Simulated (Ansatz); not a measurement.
Pulling on the Al1–F3 bond in AlF2H (SMILES [F][AlH][F]) (multiplicity 1 held, fragments rigid). Energies count from the point at 1.644 Å.
Geometry at that point (charge 0, multiplicity 1):
```xyz
4

Al    -0.297    -0.200    -0.235
H     -1.376    -0.925    -1.085
F     -0.220     1.442    -0.185
F      0.802    -1.050     0.644
```

Restricted levels (R-, RO-) in cc, def2 and unpolarised 6-31G sets keep to the state of the molecule at rest. Active spaces are followed from a long bond inwards. Levels need not reach the same state.

Frozen-core correlation.

The values were computed with Ansatz (Gaussian basis) for Hartree–Fock, density functionals and correlated methods. Each number belongs to the level named beside it.

Problem. Estimate the energy at R = 5.262 Å that FIC-MRCISD+Q on CASSCF(6,4)/cc-pV(D+d)Z returns for this input.

Solution. 612 kJ/mol

Problem. Estimate the energy at R = 5.262 Å that R-HF/cc-pV(D+d)Z returns for this input.

Solution. 946 kJ/mol

Problem. What is the computed energy at R = 5.262 Å (FIC-NEVPT4(SD) on CASSCF(6,4)/cc-pV(D+d)Z)?

Solution. 618 kJ/mol

Doubts at one or more of the structures used: a restricted determinant that unrestricted orbitals would lower (R-HF/cc-pV(D+d)Z); active orbitals that take no part (FIC-NEVPT4(SD) on CASSCF(6,4)/cc-pV(D+d)Z, FIC-MRCISD+Q on CASSCF(6,4)/cc-pV(D+d)Z).

Ansatz is a quantum-chemistry and plane-wave program.
